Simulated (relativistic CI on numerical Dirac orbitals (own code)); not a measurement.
# Slater and spin-orbit integrals, Sb XLVII

These numbers are calculated, not measured: Dirac-Coulomb-Breit CI, KLI orbitals optimised for each configuration, a model potential for QED, unscaled Slater integrals (own radial code, finite nucleus).

Slater integrals F^k, G^k are unscaled and averaged over j, outside the closed core 1s2; ζ comes from projecting the Hamiltonian with its Breit term on Σ l·s of the shell.

- 2s2.2p: ζ(2p) = 1.5127e+06 cm⁻¹; <r>(2p) = 0.09999, <r^2>(2p) = 0.0121 (bohr units).
- 2s.2p2: F^2(2p,2p) = 950700, G^1(2s,2p) = 1.0018e+06, ζ(2p) = 1.506e+06 cm⁻¹; <r>(2s) = 0.1159, <r^2>(2s) = 0.01581, <r>(2p) = 0.1001, <r^2>(2p) = 0.01212 (bohr units).
- 2p3: F^2(2p,2p) = 949070, ζ(2p) = 1.4995e+06 cm⁻¹; <r>(2p) = 0.1003, <r^2>(2p) = 0.01216 (bohr units).

Averages of the first 10 configurations, taken without configuration mixing, which lowers the lowest level and can move excited configurations by several eV; other configurations of the list can lie among them:

| Configuration | Parity | States | Average energy above the lowest level (eV) |
| --- | --- | --- | --- |
| 2s2.2p | odd | 6 | 192.2 |
| 2s.2p2 | even | 30 | 523.0 |
| 2p3 | odd | 20 | 894.8 |
| 2p2.3s | even | 30 | 5219.7 |
| 2p2.3p | odd | 90 | 5320.3 |
| 2p2.3d | even | 150 | 5401.2 |
| 2s2.3s | even | 2 | 4571.6 |
| 2s2.3p | odd | 6 | 4678.8 |
| 2s2.3d | even | 10 | 4759.9 |
| 2s.2p.3s | odd | 24 | 4875.0 |
